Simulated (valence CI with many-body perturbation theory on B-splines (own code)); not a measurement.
The numbers below are computed, except where a source is named.
Sensitivity of CI+MBPT for Er45+

Level of theory: valence CI with perturbative core correlation (CI+MBPT): five valence electrons over a frozen Dirac-Fock core [Ar], radial functions for each j: 6 s, 6 p, 5 d, 5 f, 1 g, with the one-electron correlation potential Σ1, the two-electron term Σ2, the three-electron term Σ3, Breit, model QED; selected CI, second order for the rest, scaled by the run's own slope (own B-spline code, finite nucleus).

The last digits are not significant, and no measured levels were compared; by estimate large intervals hold to a few tenths of a per cent, small ones and those within an open d or f shell to about a per cent. Among the levels kept, up to 410 cm⁻¹ of a level comes from second order outside the variational space, and about a tenth of that is noise between levels of different J, which matters for small intervals. Only levels of the ground parity were solved; by the run's estimate the other parity begins above the list, which can be wrong where configurations are misplaced.

The reference run has the lowest level (3d3/2^4 3d5/2) J=5/2 and an ionisation energy of 3741.81 eV. Its largest variational space holds 9998 state functions.

Levels are named by their leading jj configuration (3d3/2^4 stands for four electrons in 3d with j = 3/2), which in mixed levels can hold well under half, so a name can repeat and another be missing. Letters in brackets count levels of one name in rising energy.

Changed runs:
A. natural orbitals for correlation on → off
B. selection threshold (hartree) 2e-08 → 1e-05
C. highest l in the core sums 6 → 4
D. size limit of the variational space 10000 → 100; second order for the rest on → off (bad on purpose)

Excitation energies of the reference run in cm⁻¹, and shifts in cm⁻¹:

```tsv
Level	Reference	A	B	C	D
(3d3/2^3 3d5/2^2) J=5/2 [a]	291265	-1155	+73	+115	-1910
(3d3/2^3 3d5/2^2) J=7/2 [a]	378810	-59	+430	+107	-163
(3d3/2^3 3d5/2^2) J=11/2	389899	-323	+100	+237	-1633
(3d3/2^3 3d5/2^2) J=3/2 [a]	390176	+188	+296	+10	-1111
(3d3/2^3 3d5/2^2) J=9/2	426605	+274	+480	+151	-301
(3d3/2^3 3d5/2^2) J=5/2 [b]	449962	+709	+346	+40	+808
(3d3/2^3 3d5/2^2) J=1/2	469443	+809	-102	-38	-469
(3d3/2^3 3d5/2^2) J=7/2 [b]	485840	+1121	+528	+59	+1761
(3d3/2^3 3d5/2^2) J=3/2 [b]	594662	+2338	+432	-120	+1460
(3d3/2^2 3d5/2^3) J=5/2 [a]	664884	-921	+245	+111	-1456
(3d3/2^2 3d5/2^3) J=7/2 [a]	723908	-613	+357	+160	-1065
(3d3/2^2 3d5/2^3) J=11/2	729231	-965	+448	+319	-2568
Ionisation energy (eV)	3741.81	-0.42	-0.045	+0.10	-1.79
```
